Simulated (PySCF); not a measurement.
## Basis and Hamiltonian dependence of the excitation energy of Co²⁺

Co²⁺ [Ar] 3d7 (4F) → Co²⁺ [Ar] 3d6 4s1 (6D). All values are computed (PySCF 2.14, energy differences of UHF-based or UKS calculations, no spin-orbit coupling). Values in eV.

```tsv
basis	Hamiltonian	functions	UHF	LDA	PBE0	MP2 (valence)	CCSD(T) (valence)	CCSD(T) (valence and next inner shell)
ANO-RCC-VTZP	spin-free X2C	59	4.978	6.363	6.300	6.496	6.320	6.212
aug-cc-pVDZ	non-relativistic	59	5.101	6.251	6.230	6.264	6.127	n/a
aug-cc-pVDZ-DK	spin-free X2C	59	4.573	5.714	5.694	5.733	5.594	n/a
x2c-TZVPPall	spin-free X2C	64	4.490	5.865	5.761	5.770	5.646	5.590
def2-TZVPPD	non-relativistic	67	5.035	6.431	6.321	6.322	6.199	6.147
x2c-TZVPPall with one added diffuse shell each of s, p, d, f type	spin-free X2C	80	4.477	5.836	5.738	5.750	5.622	5.566
aug-cc-pVTZ-DK	spin-free X2C	93	4.369	5.653	5.566	5.651	5.513	n/a
aug-cc-pVTZ	non-relativistic	93	4.897	6.193	6.104	6.185	6.049	n/a
dyall-av2z	non-relativistic	101	4.982	6.430	6.297	6.172	6.054	n/a
x2c-QZVPPall	spin-free X2C	103	4.370	5.666	5.578	5.672	n/a	n/a
aug-cc-pVTZ with one added diffuse shell each of s, p, d, f, g type	non-relativistic	118	4.897	6.193	6.104	6.185	n/a	n/a
aug-cc-pwCVTZ	non-relativistic	127	4.896	6.201	6.110	6.253	n/a	n/a
x2c-QZVPPall with one added diffuse shell each of s, p, d, f, g type	spin-free X2C	128	4.370	5.664	5.577	5.672	n/a	n/a
aug-cc-pwCVTZ-DK with one added diffuse shell each of s, p, d, f, g type	spin-free X2C	152	4.368	5.659	5.571	5.718	n/a	n/a
```

Frozen in the all-electron rows: valence: [Ar]; valence and next inner shell: [Ne].

At UHF, ANO-RCC-VTZP lies more than 0.3 eV from the median of the rows with comparable relativity. Of these, ANO-RCC-VTZP has no diffuse functions of the l that the added or promoted electron needs.

Non-relativistic rows lack the scalar-relativistic shift.
